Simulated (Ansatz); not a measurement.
Harmonic vibrations of AlH3OSiZn by finite differences.

```yaml
crystal:
  periodic: [false, false, false]
  atoms:
    - {symbol: O, position_ang: [-1.914440, -0.572788, -0.704136]}
    - {symbol: Al, position_ang: [-0.452133, 0.078521, -1.268278]}
    - {symbol: Si, position_ang: [0.822096, 0.132024, 0.889587]}
    - {symbol: Zn, position_ang: [-1.386035, -0.725490, 1.092282]}
    - {symbol: H, position_ang: [-0.116125, 0.491760, -2.755791]}
    - {symbol: H, position_ang: [1.109682, 1.414404, 1.589825]}
    - {symbol: H, position_ang: [1.936955, -0.818431, 1.156522]}
basis:
  gaussian: {orbitals: def2-TZVP}
hamiltonian: {xc: pbe0, dispersion: d4}
phonons: {temperatures: {t_min: 298.15, t_max: 900, t_step: 200}}
```

```sh
$ ansatz run in.yaml --threads 4 --pin off --events-out ev --progress --plain
```

Shortened log:

```
Functional definition: PBE0
mean field -64976.72779366 eV, -2387.8507036092 hartree, gradient 1.8e-5 eV, S^2 0.000000; 0 other end points of the search recorded, 0 dependent functions left out
mean field -64976.72769938 eV, -2387.8507001442 hartree, gradient 2.5e-6 eV, S^2 0.000000; 0 other end points of the search recorded, 0 dependent functions left out
mean field -64976.72775228 eV, -2387.8507020883 hartree, gradient 2.1e-6 eV, S^2 0.000000; 0 other end points of the search recorded, 0 dependent functions left out
mean field -64976.72777062 eV, -2387.8507027622 hartree, gradient 1.2e-6 eV, S^2 0.000000; 0 other end points of the search recorded, 0 dependent functions left out
mean field -64976.72778601 eV, -2387.8507033280 hartree, gradient 1.5e-6 eV, S^2 0.000000; 0 other end points of the search recorded, 0 dependent functions left out
mean field -64976.72773195 eV, -2387.8507013412 hartree, gradient 2.2e-6 eV, S^2 0.000000; 0 other end points of the search recorded, 0 dependent functions left out
mean field -64976.72775444 eV, -2387.8507021678 hartree, gradient 9.7e-7 eV, S^2 0.000000; 0 other end points of the search recorded, 0 dependent functions left out
mean field -64976.72772595 eV, -2387.8507011206 hartree, gradient 2.8e-6 eV, S^2 0.000000; 0 other end points of the search recorded, 0 dependent functions left out
mean field -64976.72772417 eV, -2387.8507010553 hartree, gradient 1.7e-6 eV, S^2 0.000000; 0 other end points of the search recorded, 0 dependent functions left out
mean field -64976.72776905 eV, -2387.8507027045 hartree, gradient 2.4e-6 eV, S^2 0.000000; 0 other end points of the search recorded, 0 dependent functions left out
mean field -64976.72776428 eV, -2387.8507025295 hartree, gradient 2.4e-6 eV, S^2 0.000000; 0 other end points of the search recorded, 0 dependent functions left out
mean field -64976.72771108 eV, -2387.8507005741 hartree, gradient 1.7e-6 eV, S^2 0.000000; 0 other end points of the search recorded, 0 dependent functions left out
mean field -64976.72772673 eV, -2387.8507011494 hartree, gradient 2.9e-6 eV, S^2 0.000000; 0 other end points of the search recorded, 0 dependent functions left out
mean field -64976.72774750 eV, -2387.8507019126 hartree, gradient 1.7e-6 eV, S^2 0.000000; 0 other end points of the search recorded, 0 dependent functions left out
mean field -64976.72771095 eV, -2387.8507005694 hartree, gradient 1.6e-6 eV, S^2 0.000000; 0 other end points of the search recorded, 0 dependent functions left out
mean field -64976.72772706 eV, -2387.8507011614 hartree, gradient 1.0e-6 eV, S^2 0.000000; 0 other end points of the search recorded, 0 dependent functions left out
mean field -64976.72772088 eV, -2387.8507009344 hartree, gradient 2.8e-6 eV, S^2 0.000000; 0 other end points of the search recorded, 0 dependent functions left out
mean field -64976.72777442 eV, -2387.8507029022 hartree, gradient 2.2e-6 eV, S^2 0.000000; 0 other end points of the search recorded, 0 dependent functions left out
mean field -64976.72773833 eV, -2387.8507015758 hartree, gradient 2.7e-6 eV, S^2 0.000000; 0 other end points of the search recorded, 0 dependent functions left out
mean field -64976.72776247 eV, -2387.8507024628 hartree, gradient 3.0e-6 eV, S^2 0.000000; 0 other end points of the search recorded, 0 dependent functions left out
mean field -64976.72777771 eV, -2387.8507030227 hartree, gradient 1.6e-6 eV, S^2 0.000000; 0 other end points of the search recorded, 0 dependent functions left out
mean field -64976.72778180 eV, -2387.8507031731 hartree, gradient 2.6e-6 eV, S^2 0.000000; 0 other end points of the search recorded, 0 dependent functions left out
mean field -64976.72779082 eV, -2387.8507035046 hartree, gradient 2.4e-6 eV, S^2 0.000000; 0 other end points of the search recorded, 0 dependent functions left out
mean field -64976.72775913 eV, -2387.8507023401 hartree, gradient 1.8e-6 eV, S^2 0.000000; 0 other end points of the search recorded, 0 dependent functions left out
mean field -64976.72774183 eV, -2387.8507017043 hartree, gradient 2.5e-6 eV, S^2 0.000000; 0 other end points of the search recorded, 0 dependent functions left out
mean field -64976.72778943 eV, -2387.8507034537 hartree, gradient 2.8e-6 eV, S^2 0.000000; 0 other end points of the search recorded, 0 dependent functions left out
mean field -64976.72778751 eV, -2387.8507033830 hartree, gradient 2.2e-6 eV, S^2 0.000000; 0 other end points of the search recorded, 0 dependent functions left out
mean field -64976.72779214 eV, -2387.8507035531 hartree, gradient 1.3e-6 eV, S^2 0.000000; 0 other end points of the search recorded, 0 dependent functions left out
mean field -64976.72778583 eV, -2387.8507033215 hartree, gradient 2.3e-6 eV, S^2 0.000000; 0 other end points of the search recorded, 0 dependent functions left out
mean field -64976.72774055 eV, -2387.8507016573 hartree, gradient 2.9e-6 eV, S^2 0.000000; 0 other end points of the search recorded, 0 dependent functions left out
mean field -64976.72777184 eV, -2387.8507028072 hartree, gradient 1.4e-6 eV, S^2 0.000000; 0 other end points of the search recorded, 0 dependent functions left out
mean field -64976.72779411 eV, -2387.8507036256 hartree, gradient 1.1e-6 eV, S^2 0.000000; 0 other end points of the search recorded, 0 dependent functions left out
mean field -64976.72778061 eV, -2387.8507031295 hartree, gradient 2.7e-6 eV, S^2 0.000000; 0 other end points of the search recorded, 0 dependent functions left out
mean field -64976.72775414 eV, -2387.8507021568 hartree, gradient 2.3e-6 eV, S^2 0.000000; 0 other end points of the search recorded, 0 dependent functions left out
mean field -64976.72774963 eV, -2387.8507019908 hartree, gradient 2.4e-6 eV, S^2 0.000000; 0 other end points of the search recorded, 0 dependent functions left out
mean field -64976.72778301 eV, -2387.8507032178 hartree, gradient 2.8e-6 eV, S^2 0.000000; 0 other end points of the search recorded, 0 dependent functions left out
mean field -64976.72777510 eV, -2387.8507029270 hartree, gradient 2.0e-6 eV, S^2 0.000000; 0 other end points of the search recorded, 0 dependent functions left out
mean field -64976.72776877 eV, -2387.8507026942 hartree, gradient 1.2e-6 eV, S^2 0.000000; 0 other end points of the search recorded, 0 dependent functions left out
mean field -64976.72775437 eV, -2387.8507021653 hartree, gradient 2.6e-6 eV, S^2 0.000000; 0 other end points of the search recorded, 0 dependent functions left out
mean field -64976.72776969 eV, -2387.8507027280 hartree, gradient 1.8e-6 eV, S^2 0.000000; 0 other end points of the search recorded, 0 dependent functions left out
mean field -64976.72776704 eV, -2387.8507026307 hartree, gradient 1.9e-6 eV, S^2 0.000000; 0 other end points of the search recorded, 0 dependent functions left out
mean field -64976.72779246 eV, -2387.8507035649 hartree, gradient 2.7e-6 eV, S^2 0.000000; 0 other end points of the search recorded, 0 dependent functions left out
mean field -64976.72778429 eV, -2387.8507032646 hartree, gradient 1.6e-6 eV, S^2 0.000000; 0 other end points of the search recorded, 0 dependent functions left out
Total energy: -64976.87728717 eV, -2387.8561973941 hartree
Atom 0 at    -1.914440    -0.572788    -0.704136 Å, force     0.000817     0.000166     0.000435 eV/Å
Atom 1 at    -0.452133     0.078521    -1.268278 Å, force    -0.000714     0.000068    -0.000481 eV/Å
Atom 2 at     0.822096     0.132024     0.889587 Å, force     0.000500     0.000144     0.000014 eV/Å
Atom 3 at    -1.386035    -0.725490     1.092282 Å, force    -0.000084     0.000017    -0.000394 eV/Å
Atom 4 at    -0.116125     0.491760    -2.755791 Å, force     0.000091    -0.000175     0.000640 eV/Å
Atom 5 at     1.109682     1.414404     1.589825 Å, force    -0.000349    -0.000034    -0.000150 eV/Å
Atom 6 at     1.936955    -0.818431     1.156522 Å, force    -0.000261    -0.000187    -0.000065 eV/Å
Dipole moment:     0.027063    -0.054141     0.330673 e Å
Vibrations: 137.97 223.80 301.97 320.11 376.82 430.67 469.11 518.87 546.44 636.29 827.81 913.14 1937.51 2200.86 2217.00 cm⁻¹, zero-point energy 0.747523 eV
```

Hardware: 4 threads of a server CPU on a shared host. Wall time 2.5 min, peak host memory 0.49 GiB.
